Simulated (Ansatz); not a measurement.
Which is lower?

The two ends of one reaction step of CH6FGa, singlet (PBE0-D4/def2-TZVP).

A:

| atom | x (Å) | y (Å) | z (Å) |
| --- | --- | --- | --- |
| Ga1 | -0.8750 | -0.5596 | -0.3487 |
| C2 | 0.9359 | -0.4342 | 0.4505 |
| H3 | -1.0180 | -0.8346 | -1.8897 |
| H4 | -2.1277 | -0.6485 | 0.5964 |
| H5 | 0.0087 | 1.9796 | -0.1454 |
| F6 | -0.8292 | 1.8164 | -0.5057 |
| H7 | 0.9440 | 0.1239 | 1.3910 |
| H8 | 1.6698 | -0.0007 | -0.2349 |
| H9 | 1.2914 | -1.4422 | 0.6865 |

B:

Ga1  (-1.474, -0.154, -0.694)
C2  (1.204, 0.024, 0.560)
H3  (-0.804, -0.768, -1.957)
H4  (-2.192, -0.808, 0.522)
H5  (0.642, 0.931, 0.323)
F6  (-1.573, 1.608, -0.717)
H7  (1.798, 0.221, 1.452)
H8  (1.855, -0.234, -0.274)
H9  (0.545, -0.820, 0.786)
(Å)

Computed with Ansatz 0.2.0 (basis: def2-TZVPP); correlated methods freeze the cores. Filled d shells of the heavier atoms are correlated. The def2 sets are not built for correlating such inner shells, so the correlated values are less sure here. B3LYP uses VWN-RPA correlation.

**Question.** Which structure is lower at CCSD(T), and by how much? (An estimate is asked for; the value comes from the calculation.)

**Answer.** The calculation gives: B, by 1.047 eV (electronic energy, against the other). By their contacts, A is a complex of CH₅Ga ([CH3][GaH2]) + HF and B is a complex of GaH₂F ([F][GaH2]) + CH₄.

All methods give the same order:

| method | E(B) − E(A) (eV) |
| --- | --- |
| SPW92 | -0.939 |
| PBE-D4 | -1.060 |
| BLYP-D4 | -1.182 |
| r2SCAN-D4 | -1.115 |
| B97M-V | -1.166 |
| PBE0-D4 | -1.036 |
| B3LYP-D4 | -1.155 |
| r2SCAN0-D4 | -1.079 |
| BHLYP-D4 | -1.159 |
| CAM-B3LYP-D4 | -1.146 |
| wB97X-V | -1.112 |
| wB97M-V | -1.062 |
| B2PLYP | -1.140 |
| PBE-QIDH | -1.040 |
| RPA on PBE | -1.045 |
| HF | -1.257 |
| MP2 | -1.040 |
| CCSD | -1.062 |
| CCSD(T) | -1.047 |

No T1 diagnostic of these runs exceeds 0.013.

Labels in which every atom is bracketed show which atoms are joined, not bond orders.

For scale, one of the runs: CCSD(T)/def2-TZVPP, 194 basis functions, launched by `ansatz run in.yaml --threads 4 --pin off --events-out ev --progress --plain --max-ram 9574MiB`. Time: 45 s of wall clock on 4 CPU threads of an Intel Xeon; the host was shared. Peak host memory: 2.3 GiB.
